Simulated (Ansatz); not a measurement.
Job for Ansatz (a first-principles code): R-B3LYP-D3(BJ)/def2-TZVP on CCl2 (SMILES Cl[C]Cl).

Ansatz 0.2 input:
```yaml
crystal:
  periodic: [false, false, false]
  atoms:
    - {symbol: Cl, position_ang: [-1.38336310, -0.34523763, 0.01767586]}
    - {symbol: C, position_ang: [-0.04631776, 0.60235988, -0.02944940]}
    - {symbol: Cl, position_ang: [1.40480431, -0.22159354, -0.04086620]}
basis:
  gaussian:
    orbitals: def2-TZVP
hamiltonian:
  xc: b3lyp
  dispersion: d3bj
relax: {f_tol: 0.003, max_steps: 120}
```

Output:

```
WARN ansatz: RAYON_NUM_THREADS=4 ignored (pool sized by the plan → 4); use --threads N
Functional definition: B3LYP
integrals: 0.03 GiB planned
706 factors; their error is unknown
mean field: 0.31 GiB planned
mean field evaluation 1: about -26079.5896 eV, gradient 2.4e1 eV
mean field evaluation 2: about -26077.0007 eV, gradient 3.9e1 eV
mean field evaluation 4: about -26081.0097 eV, gradient 7.5e-1 eV
mean field evaluation 8: about -26081.0124 eV, gradient 2.6e-2 eV
mean field evaluation 16: about -26081.0718 eV, gradient 2.3e-5 eV
mean field -26081.07183968 eV, -958.4617117228 hartree, gradient 2.3e-5 eV, S^2 0.000000; 0 other end points of the search recorded, 0 dependent functions left out
the calculation of the forces begins
reference -26081.07205696 eV, -958.4617197076 hartree; 20, 20 occupied and 85, 85 virtual orbitals, 706 factors
relax step   1: F+E_penalty+E_count = -26081.19487603 eV  Δ(F+E_penalty+E_count) = +0.000e0 eV  max|allowed force component| = 2.203e0 eV/Å  Δτ_max = 0.0000 Å  (28 SCF iters, accepted)
these checks for a lower state are left out or cut short: starts, cluster_reference, orbital_swaps, neighbouring_geometries, increment
integrals: 0.03 GiB planned
706 factors; their error is unknown
mean field: 0.31 GiB planned
mean field -26081.14604106 eV, -958.4644385730 hartree, gradient 1.8e-5 eV, S^2 0.000000; 0 other end points of the search recorded, 0 dependent functions left out
the calculation of the forces begins
reference -26081.14625977 eV, -958.4644466106 hartree; 20, 20 occupied and 85, 85 virtual orbitals, 706 factors
relax step   2: F+E_penalty+E_count = -26081.26915403 eV  Δ(F+E_penalty+E_count) = -7.428e-2 eV  max|allowed force component| = 1.389e0 eV/Å  Δτ_max = 0.0298 Å  (29 SCF iters, accepted)
these checks for a lower state are left out or cut short: starts, cluster_reference, orbital_swaps, neighbouring_geometries, increment
integrals: 0.03 GiB planned
706 factors; their error is unknown
mean field: 0.31 GiB planned
mean field evaluation 32: about -26081.2025 eV, gradient 2.0e-5 eV
mean field -26081.20254719 eV, -958.4665151353 hartree, gradient 2.0e-5 eV, S^2 0.000000; 0 other end points of the search recorded, 0 dependent functions left out
the calculation of the forces begins
reference -26081.20276728 eV, -958.4665232233 hartree; 20, 20 occupied and 85, 85 virtual orbitals, 706 factors
relax step   3: F+E_penalty+E_count = -26081.32513239 eV  Δ(F+E_penalty+E_count) = -5.598e-2 eV  max|allowed force component| = 9.384e-2 eV/Å  Δτ_max = 0.0407 Å  (30 SCF iters, accepted)
these checks for a lower state are left out or cut short: starts, cluster_reference, orbital_swaps, neighbouring_geometries, increment
integrals: 0.03 GiB planned
706 factors; their error is unknown
mean field: 0.31 GiB planned
mean field -26081.20290680 eV, -958.4665283507 hartree, gradient 2.1e-5 eV, S^2 0.000000; 0 other end points of the search recorded, 0 dependent functions left out
the calculation of the forces begins
reference -26081.20312692 eV, -958.4665364398 hartree; 20, 20 occupied and 85, 85 virtual orbitals, 706 factors
relax step   4: F+E_penalty+E_count = -26081.32542410 eV  Δ(F+E_penalty+E_count) = -2.917e-4 eV  max|allowed force component| = 1.468e-2 eV/Å  Δτ_max = 0.0034 Å  (33 SCF iters, accepted)
these checks for a lower state are left out or cut short: starts, cluster_reference, orbital_swaps, neighbouring_geometries, increment
integrals: 0.03 GiB planned
706 factors; their error is unknown
mean field: 0.31 GiB planned
mean field -26081.20290113 eV, -958.4665281423 hartree, gradient 7.1e-5 eV, S^2 0.000000; 0 other end points of the search recorded, 0 dependent functions left out
the calculation of the forces begins
reference -26081.20312125 eV, -958.4665362315 hartree; 20, 20 occupied and 85, 85 virtual orbitals, 706 factors
relax step   5: F+E_penalty+E_count = -26081.32543783 eV  Δ(F+E_penalty+E_count) = -1.373e-5 eV  max|allowed force component| = 5.301e-4 eV/Å  Δτ_max = 0.0009 Å  (22 SCF iters, accepted)
integrals: 0.03 GiB planned
706 factors; their error is unknown
mean field: 0.31 GiB planned
mean field evaluation 64: about -26081.2029 eV, gradient 7.1e-5 eV
mean field -26081.20290113 eV, -958.4665281423 hartree, gradient 7.1e-5 eV, S^2 0.000000; 1 other end points of the search recorded, 0 dependent functions left out
the calculation of the forces begins
reference -26081.20312125 eV, -958.4665362315 hartree; 20, 20 occupied and 85, 85 virtual orbitals, 706 factors
Total energy: -26081.32565795 eV, -958.4710393723 hartree
Atom 0 at    -1.399720    -0.385222     0.018861 Å, force     0.000150     0.000296    -0.000009 eV/Å
Atom 1 at    -0.039723     0.673492    -0.031107 Å, force    -0.000044    -0.000530     0.000012 eV/Å
Atom 2 at     1.414566    -0.252741    -0.040394 Å, force    -0.000105     0.000234    -0.000003 eV/Å
Dipole moment:     0.011640    -0.244917     0.005020 e Å
```

The calculation finished and met its thresholds.

Cost: around 7 core-seconds (rough).
